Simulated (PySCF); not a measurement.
Br2H2OSn, SMILES [OH][SnH]([Br])[Br].

Geometry optimised at PBE0-D3(BJ)/def2-SVP. The structure was generated by enumeration; whether it is a known compound was not checked. The def2 effective core potentials stand for the cores of Sn; spin–orbit coupling is left out. Other conformers were not sampled.

Two levels are set side by side: PBE/def2-TZVP (PySCF) and r2SCAN/def2-TZVP (PySCF). Same geometry, gas phase. Differences are taken from unrounded values.

| quantity | r2SCAN | PBE | PBE minus r2SCAN |
|---|---|---|---|
| orbital gap (eV) | 4.67 | 4.14 | -0.54 |
| highest occupied level (eV) | -7.65 | -7.29 | 0.36 |
| lowest empty level (eV) | -2.97 | -3.15 | -0.18 |
| dipole moment (D) | 0.60 | 0.54 | -0.06 |
| mean polarisability (bohr³) | 81.7 | 84.5 | 2.7 |

Rough cost on one machine, each run with all the roots and properties that it gave: r2SCAN against PBE about 2 times.
